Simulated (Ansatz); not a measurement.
These are Ansatz (a quantum-chemistry and plane-wave program) with frozen-core CCSD(T)/cc-pVTZ // PBE0-D3(BJ)/def2-TZVP values and carry that method's errors.

Ansatz 0.2 input:
```yaml
crystal:
  periodic: [false, false, false]
  atoms:
    - { symbol: F, position_ang: [1.450634, -0.437607, 0.486063] }
    - { symbol: Al, position_ang: [-0.050095, 0.015285, -0.028345] }
    - { symbol: H, position_ang: [-0.953787, -1.104969, -0.669284] }
    - { symbol: H, position_ang: [-0.446752, 1.527291, 0.168969] }
basis:
  gaussian: { orbitals: cc-pVTZ }
correlation:
  method: ccsd_t
```

Output:

```
Functional definition: HF
552 factors; integrals over basis functions are off by at most 8.6e-4 eV
mean field evaluation 1: about -9321.6961 eV, gradient 3.0e1 eV
mean field evaluation 2: about -9321.7047 eV, gradient 3.0e1 eV
mean field evaluation 4: about -9323.4411 eV, gradient 1.5e0 eV
mean field evaluation 8: about -9323.4543 eV, gradient 4.4e-4 eV
mean field evaluation 16: about -9323.4543 eV, gradient 4.3e-2 eV
mean field -9323.45433493 eV, -342.6306271443 hartree, gradient 2.7e-6 eV, S^2 0.000000; 0 other end points of the search recorded, 0 dependent functions left out
6 core orbitals not correlated
reference -9323.45433493 eV, -342.6306271443 hartree; 6, 6 occupied and 80, 80 virtual orbitals, 552 factors
second order -9.24160793 eV of doubles, -0.00000000 eV of singles
cycle   1  -9.33668293 eV  change   -9.5e-2 eV  update   7.1e-2
cycle   2  -9.57151571 eV  change   -2.3e-1 eV  update   2.2e-2
cycle   3  -9.63757897 eV  change   -6.6e-2 eV  update   1.2e-2
cycle   4  -9.62858302 eV  change    9.0e-3 eV  update   2.6e-3
cycle   5  -9.62809019 eV  change    4.9e-4 eV  update   1.2e-3
cycle   6  -9.62888816 eV  change   -8.0e-4 eV  update   3.4e-4
cycle   7  -9.62875123 eV  change    1.4e-4 eV  update   1.2e-4
cycle   8  -9.62870663 eV  change    4.5e-5 eV  update   3.1e-5
cycle   9  -9.62871874 eV  change   -1.2e-5 eV  update   1.1e-5
perturbative correction -0.23910513 eV, -0.0087869513 hartree
Total energy: -9333.32215879 eV, -342.9932629826 hartree
```

Cost: about 4 core-seconds (a rough figure).
